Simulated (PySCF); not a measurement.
# Computed vibrations of YbOF

YbOF (singlet in the valence; each metal's 4f electrons, 13 of them, lie in its core potential, out of spins and levels). PySCF 2.14.0, RKS PBE0, Yb lcecp-1-SVP with ECP59, O def2-SVP, F def2-SVP; non-relativistic Hamiltonian with scalar-relativistic core potentials where named; density fitting; no spin-orbit coupling. Central differences of gradients.

```xyz
3

Yb    0.0367    0.0000   -0.1763
O     1.5280    0.0000    0.8333
F    -1.6224    0.0000    0.9121
```

Run from Python with OMP_NUM_THREADS=2. Where DIIS fails, smearing, a level shift and second-order steps follow.
It took 15 s on 2 threads of Arm Neoverse V1 (shared host).

What are the harmonic wavenumbers and infrared intensities?

Modes are labelled in Cs; negative numbers are unstable modes, those under 60 cm⁻¹ near the noise; a finer grid moves soft modes by up to 10 cm⁻¹.
```
cm⁻¹  km/mol  symmetry
 184    23.4        a'
 566   109.2        a'
 840   138.4        a'
```

Is this a minimum?

Yes. Ideal gas at 298.15 K and 1 bar: S = 295.0 J/(mol K), Cp = 48.1 J/(mol K), H − H(0 K) = 12.1 kJ/mol (rigid rotor, harmonic modes, spin degeneracy alone, that of the 4f electrons in the core included).

An lcecp potential fixes the number of 4f electrons, so in runs with it no electron can move into or out of that shell.
